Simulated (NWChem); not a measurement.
H₃BO₂; SMILES OBO

```xyz
6

B     -0.4687    -0.0204     0.0000
H     -1.6792    -0.0123     0.0000
O      0.1556    -1.2191     0.0000
H      1.1155    -1.1202     0.0000
O      0.2730     1.1205     0.0000
H     -0.2651     1.9165     0.0000
```
Atoms are numbered in this order, from 1.

All runs use the structure optimised with PBE0/def2-SVP.

Task: Give the principal values of the shielding tensors (ppm) of B1, O3, O5 from Hartree-Fock/6-31G* (spherical d), GIAO (NWChem), with their diamagnetic and paramagnetic parts as GIAO splits them.

Result: 
```json
[
 {"atom": "B1", "σ11": "88.2", "σ22": "95.6", "σ33": "115.0", "isotropic": "99.6", "diamagnetic": "195.5", "paramagnetic": "-95.9"},
 {"atom": "O3", "σ11": "152.1", "σ22": "287.4", "σ33": "301.4", "isotropic": "246.9", "diamagnetic": "391.4", "paramagnetic": "-144.5"},
 {"atom": "O5", "σ11": "140.0", "σ22": "285.0", "σ33": "297.0", "isotropic": "240.7", "diamagnetic": "393.0", "paramagnetic": "-152.3"}
]
```
